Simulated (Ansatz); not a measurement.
Computed with Ansatz on PBE0-D4/def2-TZVP structures; ΔE is electronic, products minus reactants. CBS: MP2 limit from def2 TZ/QZ plus the TZ coupled-cluster correction, frozen cores. This one scheme is used for every species. DFT in def2-TZVPP. Elements past krypton have def2 core potentials. For Sn outer-core shells are correlated without core-valence functions, which leaves a few kJ/mol of doubt a bond. One conformer a species, not always the lowest.

Reaction (hydrogenolysis of a C–F bond): `FC[S][SnH3]` + H₂ → `C[S][SnH3]` + H–F

`FC[S][SnH3]`:

Cartesian coordinates in Å:
```
F -0.252 1.632 -1.238
C -0.487 1.539 0.117
S -1.328 0.017 0.571
Sn 0.405 -1.545 -0.039
H -1.146 2.359 0.409
H 0.474 1.628 0.627
H 0.107 -2.953 0.871
H 0.347 -1.875 -1.708
H 1.880 -0.803 0.390
```

H₂:

Z-matrix (Å, degrees):
```
H
H 1 0.746
```

`C[S][SnH3]`:

```xyz
9

C    -1.032   -0.374    1.209
S     0.526   -1.135    0.664
Sn    1.055    0.313   -1.168
H    -1.382   -0.960    2.059
H    -1.790   -0.410    0.426
H    -0.883    0.656    1.534
H    -0.218    0.251   -2.307
H     2.515   -0.253   -1.833
H     1.209    1.912   -0.585
```

H–F:

Z-matrix (Å, degrees):
```
F
H 1 0.920
```

Is it downhill or uphill in electronic energy at CCSD(T)/CBS, and by how much? (An estimate is asked.)

The calculation gave: Downhill: ΔE = -104.4 kJ/mol.

What do these levels give: ωB97M-V, B2PLYP, PBE, r2SCAN, PBE0, MP2/def2-TZVPP, SCS-MP2/def2-TZVPP, CCSD/def2-TZVPP, CCSD(T)/def2-TZVPP, SCS-MP2/def2-QZVPP, HF/CBS(def2), CCSD/CBS(def2)? (An estimate is asked.)

Ansatz gave: ωB97M-V -93.1, B2PLYP -97.2, PBE -89.7, r2SCAN -88.8, PBE0 -99.0, MP2/def2-TZVPP -107.2, SCS-MP2/def2-TZVPP -102.9, CCSD/def2-TZVPP -104.8, CCSD(T)/def2-TZVPP -101.5, SCS-MP2/def2-QZVPP -105.1, HF/CBS(def2) -104.6, CCSD/CBS(def2) -107.7 kJ/mol.

Largest T1 diagnostic among the species: 0.013.

From PBE to PBE0 (25 % exact exchange), in def2-TZVPP and without D4, ΔE moves by −9.3 kJ/mol.
